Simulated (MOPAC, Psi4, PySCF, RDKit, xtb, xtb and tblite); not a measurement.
Two geometries of SMILES N[SiH2]S (H5NSSi), singlet, relaxed at GFN2-xTB with one dihedral held; other torsions can differ between them too.

Structure A

```
8

N     -1.1201    -0.6845    -0.0723
Si    -0.0527     0.6480    -0.1168
S     -1.1836     2.3231     0.6273
H     -2.0703    -0.6263     0.2482
H     -0.8466    -1.6201    -0.3097
H      1.0691     0.5474     0.8054
H      0.3626     0.9667    -1.4797
H     -2.0197     2.4025    -0.3964
```

Structure B

```
8

N      0.8146     0.8368     1.4445
Si    -0.0469     0.6807    -0.0246
S      1.0423    -0.5573    -1.4239
H      0.4533     0.5413     2.3323
H      1.8046     1.0079     1.4745
H     -1.3066     0.0203     0.2811
H     -0.1584     1.9372    -0.7477
H      1.0610    -1.6513    -0.6774
```

### Question
Which is lower in energy at the level DF-MP2 (frozen core)/cc-pVTZ // GFN2-xTB in Psi4, and by how much?

### Answer
B is lower, by 6.80 kJ/mol (dihedral H4–N1–Si2–S3: 0° in A, -120° in B).

E(B) − E(A) in kJ/mol at the other levels, on the same two geometries: GFN2-xTB (xtb and tblite) 3.26; MMFF94 // GFN2-xTB (RDKit) 1.64; PBE/def2-TZVP // GFN2-xTB (Psi4) -7.98; PBE-D3(BJ)/def2-TZVP // GFN2-xTB (Psi4) -7.82; r2SCAN/def2-TZVP // GFN2-xTB (Psi4) -7.39; HF/cc-pVTZ // GFN2-xTB (Psi4) -6.61; UFF // GFN2-xTB (RDKit) -3.72; PM7, restricted, heats of formation // GFN2-xTB (MOPAC) -12.60; PM6, restricted, heats of formation // GFN2-xTB (MOPAC) -7.45; GFN1-xTB // GFN2-xTB (xtb) 3.00; restricted B3LYP/6-31G*, spherical d // GFN2-xTB (PySCF) -9.52; restricted B3LYP/LANL2DZ, with its core potentials past Ne // GFN2-xTB (PySCF) -11.09; restricted Hartree-Fock/STO-3G // GFN2-xTB (PySCF) -7.50; restricted MP2 (frozen core)/6-31G*, spherical d // GFN2-xTB (PySCF) -8.95.
